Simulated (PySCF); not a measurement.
C₄H₅ClSi. Atoms are numbered in the order given.

```xyz
11

C      0.3959    -3.3788     0.0000
C     -0.1449    -2.2753     0.0000
Si    -0.9225    -0.6095     0.0000
C      0.4343     0.7049     0.0000
C      1.7611     0.4850     0.0000
Cl    -0.2178     2.3412     0.0000
H      0.8657    -4.3542     0.0000
H     -1.7766    -0.4418     1.2229
H     -1.7766    -0.4418    -1.2229
H      2.4935     1.3079     0.0000
H      2.1332    -0.5519     0.0000
```

Coordinates come from a PBE-D3(BJ)/def2-SVP optimisation. The structure was generated by enumeration, and PubChem lists no compound with its InChIKey, so it may never have been made. Other conformers were not sampled.

Method: PySCF with PBE/def2-TZVP.

Symmetry labels are those of the subgroup Cs that the program uses (full group Cs).

Computed valence orbital energies around the gap with their symmetry:
```tsv
orbital	symmetry	energy (eV)
HOMO−7	A'	-9.71
HOMO−6	A"	-9.45
HOMO−5	A'	-8.67
HOMO−4	A"	-8.49
HOMO−3	A'	-7.59
HOMO−2	A"	-7.18
HOMO−1	A'	-7.10
HOMO	A"	-6.51
LUMO	A"	-1.86
LUMO+1	A'	-1.56
LUMO+2	A"	-1.18
LUMO+3	A'	-0.31
```
